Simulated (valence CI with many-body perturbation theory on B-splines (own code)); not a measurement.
Te XLVI: key properties

Computed by valence CI with perturbative core correlation (CI+MBPT): five valence electrons over a frozen Dirac-Fock core [He], a basis of 9 s, 9 p, 8 d, 6 f, 3 g, 1 h functions for each j, with the one-electron correlation potential Σ1, the two-electron term Σ2, the three-electron term Σ3, Breit, model QED; selected CI, second order for the rest (own B-spline code, finite nucleus).

The last digits are not significant, and no measured levels were compared; by estimate large intervals hold to a few tenths of a per cent, small ones and those within an open d or f shell to about a per cent. Among the levels kept, up to 1300 cm⁻¹ of a level comes from second order outside the variational space, and about a tenth of that is noise between levels of different J, which matters for small intervals.

Levels are named by their leading jj configuration (3d3/2^4 stands for four electrons in 3d with j = 3/2), which in mixed levels can hold well under half, so a name can repeat and another be missing.

Rates and lifetimes use the calculated energies. Strong lines usually hold to 10 to 20 %, long lifetimes can be off by a factor of two.

Question: What is the ground level?

Answer: (2s^2 2p1/2^2 2p3/2) J=3/2, composition 46 % 2s2 2p3 2P° + 28 % 2s2 2p3 4S° + 26 % 2s2 2p3 2D°, g = 1.368.

Question: Where does the other parity begin?

Answer: At (2s 2p1/2^2 2p3/2^2) J=5/2, 35.08 Ry.

Question: Among levels below 362.61 Ry, which E1 lines absorb most strongly from the ground level?

Answer: to (2s^2 2p1/2 2p3/2 3d3/2) J=5/2 at 0.2620 nm, f = 0.603; to (2s^2 2p1/2^2 3d5/2) J=5/2 at 0.2775 nm, f = 0.523; to (2s^2 2p1/2 2p3/2 3d3/2) J=3/2 at 0.2617 nm, f = 0.269.

Question: How well does LS coupling describe the low levels?

Answer: Among the lowest 20 levels the leading LS term, summed over configurations, holds 61 % on average. For single configurations the figures are 61 % in LS and 99 % in jj coupling. Terms mix most in the J = 3/2 level at 321.55 Ry, where the leading one holds 31 %.

Question: What are the static dipole polarisabilities of the lowest levels?

Answer: (2s^2 2p1/2^2 2p3/2) J=3/2 0.000451 (tensor 8.5e-05) bohr³, of which the core gives 1.08e-06.

Question: What is the ionisation energy?

Answer: 7713.9 eV; NIST lists 7714 ± 4 eV (theoretical).

Question: Name the longest-lived excited levels whose lifetime is computed, and their main decay.

Answer: (2s^2 2p1/2 2p3/2^2) J=5/2 at 21.30 Ry lives 28.4 ns, mostly by M1 to (2s^2 2p1/2^2 2p3/2) J=3/2; (2s^2 2p1/2 2p3/2^2) J=1/2 at 23.46 Ry lives 7.17 ns, mostly by M1 to (2s^2 2p1/2^2 2p3/2) J=3/2; (2s^2 2p1/2 2p3/2^2) J=3/2 at 19.87 Ry lives 4.93 ns, mostly by M1 to (2s^2 2p1/2^2 2p3/2) J=3/2.
